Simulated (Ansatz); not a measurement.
An input meant for the cluster Sb2As⁺ (charge 1, singlet).

```yaml
crystal:
  periodic: [false, false, false]
  atoms:
    - {symbol: As, position_ang: [0.463650, -1.065761, 0.809440]}
    - {symbol: Sb, position_ang: [-1.482863, 0.919196, 0.421519]}
    - {symbol: Sb, position_ang: [1.038471, 0.169693, -1.344553]}
basis:
  gaussian: {orbitals: def2-TZVP, fitting: {mean_field: cc-pVTZ-jkfit}}
total_charge: 1
hamiltonian: {xc: {name: B3LYP}, dispersion: d3bjatm}
relax: {f_tol: 0.0001, max_steps: 2}
output: {forces: true}
```

```sh
$ ansatz run in.yaml --threads 4 --pin off --events-out ev --progress --plain --max-ram 3916MiB
```

(1) Predict how Ansatz answers.

Answers

(1) The input was rejected before any iteration.
```
Functional definition: B3LYP
Error: [file] the basis set cc-pVTZ-JKFIT has no functions for Sb
```
